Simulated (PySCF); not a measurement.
Ni²⁺: ionisation energy

Ni²⁺ [Ar] 3d8 (3F) → Ni³⁺ [Ar] 3d7 (4F), as a difference of total energies. All numbers are calculated (PySCF 2.14, the spin-free X2C one-electron Hamiltonian (Gaussian nucleus), in x2c-SVPall (5s3p3d1f, 36 functions)). Correlated levels: valence: [Ar] frozen. The calculations carry no spin-orbit coupling.

```json
{"method": "UHF", "ionisation energy (eV)": "32.895"}
{"method": "M06-2X", "ionisation energy (eV)": "35.422"}
{"method": "LDA", "ionisation energy (eV)": "36.624"}
{"method": "MP2 (valence)", "ionisation energy (eV)": "34.583"}
{"method": "SCS-MP2 (valence)", "ionisation energy (eV)": "34.465"}
```

Task: How much does correlation contribute at MP2 (valence)?

Result: 34.583 − (32.895) = 1.688 eV, measured against UHF.

The reference lies between the lowest fine-structure levels, while these numbers refer to the centres of the terms.

Errors of the correlated levels include the incompleteness of this basis and the frozen core.

For comparison: 35.187 ± 0.019 eV (measured; NIST Atomic Spectra Database, ionization energies).
